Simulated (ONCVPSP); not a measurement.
Cs: variants of one ONCV potential

Base potential:

```
Element                 : Cs (Z = 55)
Generator               : ONCVPSP 4.0.1
Type                    : optimised norm-conserving Vanderbilt (ONCV)
Functional              : PBE
Relativity              : scalar-relativistic
Frozen core             : [Kr] 4d10
Valence charge          : 9
Reference configuration : 5s2 5p6 6s1
Partial waves           : 5s+6s: rc 3.15 bohr, ncon 3, nbas 6, qcut 3.4 1/bohr, 2 projectors; 5p: rc 2.25 bohr, ncon 4, nbas 9, qcut 2.9 1/bohr, 2 projectors, debl 1.1 Ha; d scattering state at 0.24 Ha: rc 2.55 bohr, ncon 4, nbas 8, qcut 3.3 1/bohr, 2 projectors, debl 2 Ha
Local potential         : polynomial inside 1.50 bohr (lpopt 5, dvloc0 -1 Ha)
Core correction         : Teter function, fcfact 3, rcfact 1.3
```

In the d channel the program set the typed energies aside and used 0.050, 2.050 Ha.

Cutoffs, loose and tight: the cutoffs (Ha) at which the residual kinetic energy of the hardest occupied pseudo-wave falls to 1 and 0.1 mHa per electron. They do not see the model core or the augmentation charge, which bear on the density cutoff. Test errors are all-electron minus pseudo excitation energies from the reference, over the configurations 5s2 5p6 6s0; 5s2 5p6 6s0.5; 5s2 5p6 6s0 6p1; 5s1 5p6 6s1. A dash means not determined; rows that change the core or the reference have their own tests.

A true bound ghost makes a file unfit for plane-wave use even where its test errors are small: the radial tests pick states by their node count and pass the ghost by.

| change | outcome | cutoff, loose | cutoff, tight | bound ghosts | GHOST(+) flags above zero | largest test error (meV) |
| --- | --- | --- | --- | --- | --- | --- |
| base | generated, projector energies reset by the program | 8.7 Ha | 49 Ha | s | p | -263 |
| core correction Teter function, fcfact 3, rcfact 1.68 | generated, projector energies reset by the program | 8.7 Ha | 49 Ha | s | p | -280 |

(1) What comes out with this change to the base: s: qcut 3.8; p: qcut 3.2; d: qcut 3.7?

(2) What comes out with this change to the base: functional LDA (Perdew-Wang 92)?

## Answers

(1) outcome: generated, projector energies reset by the program; cutoff, loose: 7.8 Ha; cutoff, tight: 48 Ha; bound ghosts: s; GHOST(+) flags above zero: p; largest test error (meV): -230.

(2) outcome: generated, projector energies reset by the program; cutoff, loose: 7.0 Ha; cutoff, tight: 48 Ha; bound ghosts: s; GHOST(+) flags above zero: p; largest test error (meV): -233.
